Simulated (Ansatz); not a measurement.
Basis-set extrapolation for `CO[SiH](Cl)OC` (PBE0-D4/def2-TZVP geometry, frozen core, the Gaussian-basis code of Ansatz). Multiplicity 1, RHF reference.

```csv
,def2-TZVPP,def2-QZVPP
HF,-978.232391,-978.266162
MP2 correlation,-1.124238,-1.214446
CCSD(T) correlation,-1.221074,not run
```

Energies in hartree. Use E(X) = E(∞) + A·exp(−7.88·√X) for Hartree–Fock and E(X) = E(∞) + B·X^(−2.97) for correlation, with X = 3 and 4, and add CCSD(T) minus MP2 of the smaller set to the MP2 limit.

**Question.** What is the CCSD(T) energy at the basis-set limit?

**Answer.** HF limit: -978.266162 + (-0.033771) × 0.13774 = -978.27081. MP2 limit: -1.214446 + (-0.090208) × 0.74074 = -1.28127. Higher-order term: -1.221074 − (-1.124238) = -0.09684. Total: -979.64892 hartree, 122.6 kcal/mol below CCSD(T)/def2-TZVPP.
